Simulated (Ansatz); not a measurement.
Basis-set extrapolation for CH9B2NSi (`BN(B)[SiH2]C`) (PBE0-D4/def2-TZVP geometry, frozen core, Ansatz 0.2.0). Multiplicity 1, RHF reference.

```
                      def2-TZVPP   def2-QZVPP
                 HF  -436.008702  -436.025387
    MP2 correlation    -0.714729    -0.762298
CCSD(T) correlation    -0.804340      not run
```

Energies in hartree. Use E(X) = E(∞) + A·exp(−7.88·√X) for Hartree–Fock and E(X) = E(∞) + B·X^(−2.97) for correlation, with X = 3 and 4, and add CCSD(T) minus MP2 of the smaller set to the MP2 limit.

Question: What is the CCSD(T) energy at the basis-set limit?

Answer: HF limit: -436.025387 + (-0.016685) × 0.13774 = -436.02769. MP2 limit: -0.762298 + (-0.047569) × 0.74074 = -0.79753. Higher-order term: -0.804340 − (-0.714729) = -0.08961. Total: -436.91483 hartree, 267.2 kJ/mol below CCSD(T)/def2-TZVPP.
